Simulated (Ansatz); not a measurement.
Molecule: C₆H₁₁, net charge -1, singlet state. It need not be the lowest isomer of its formula. Whether it binds its extra electron was not tested at this geometry. 
Coordinates optimised at B3LYP-D3(BJ)/def2-TZVP (Ansatz, a quantum-chemistry and plane-wave program):
```
C
H 1 1.1133
C 1 1.5111 2 115.78
C 3 1.3439 1 119.72 2 0.00
H 4 1.0997 3 118.42 1 -180.00
C 4 1.5274 5 110.83 3 -180.00
H 6 1.0924 4 112.64 5 -180.00
H 6 1.1007 7 107.12 2 123.38
H 6 1.1007 7 107.12 8 113.25
C 1 1.5355 2 106.00 7 121.82
H 10 1.0932 1 110.44 2 -63.26
H 10 1.0943 11 107.35 1 119.28
H 10 1.0991 11 108.37 12 117.80
C 1 1.5355 2 106.00 7 -121.82
H 14 1.0932 1 110.44 2 63.26
H 14 1.0943 15 107.35 1 -119.28
H 14 1.0991 15 108.37 16 -117.80
```
Charge -1, spin multiplicity 1.

Total electronic energies in hartree. Cores are frozen in the correlated levels unless marked. No spin-orbit coupling. Non-relativistic. Basis-set limits of correlation are two-point, X^-3; Hartree-Fock from the larger set. The bracket is a focal-point correction in the basis named.

```
level                                                                 program  energy (Eh)
-------------------------------------------------------------  --------------  -----------
HF/cc-pwCVTZ                                                           Ansatz   -233.58039
RI-HF/cc-pVTZ                                                          Ansatz   -233.57861
SVWN5/def2-TZVPD                                                       Ansatz            ?
BLYP/def2-TZVPD                                                        Ansatz   -235.13593
B97M-V/def2-TZVPD                                                      Ansatz   -235.27997
B3LYP-D3(BJ)/def2-TZVPD                                        Ansatz + dftd3   -235.30668
PBE0-D4/def2-TZVPD                                             Ansatz + dftd4   -234.98439
r2SCANh-D4/def2-TZVPD                                          Ansatz + dftd4   -235.11232
HSE06/def2-TZVPD                                                       Ansatz   -234.95758
RPA@PBE/cc-pVQZ                                                        Ansatz   -235.41077
MP2/STO-3G                                                             Ansatz   -230.87789
MP2/cc-pVQZ                                                            Ansatz   -234.71230
SCS-MP2/aug-cc-pVDZ                                                    Ansatz   -234.42734
SCS-MP2/aug-cc-pVTZ                                                    Ansatz   -234.65996
CCSD/STO-3G                                                            Ansatz   -230.97214
CCSD/6-31G                                                             Ansatz   -234.00472
CCSD/aug-cc-pVDZ                                                       Ansatz   -234.50336
CCSD/cc-pVDZ                                                           Ansatz   -234.44374
CCSD(T)/6-31G*                                                         Ansatz   -234.36630
CCSD(T)/cc-pwCVTZ                                                      Ansatz   -234.74835
CCSD(T) with core electrons/cc-pwCVTZ                                  Ansatz   -235.03873
RI-MP2/CBS(aug-cc-pVTZ,aug-cc-pVQZ)+[CCSD(T)-MP2]/aug-cc-pVDZ          Ansatz    -234.8729
RI-MP2/CBS(aug-cc-pVTZ,aug-cc-pVQZ)+[CCSD(T)-MP2]/aug-cc-pVTZ          Ansatz    -234.8691
```

Question: What belongs in the gaps?

Answer: 
- SVWN5/def2-TZVPD, energy (Eh): -233.04833
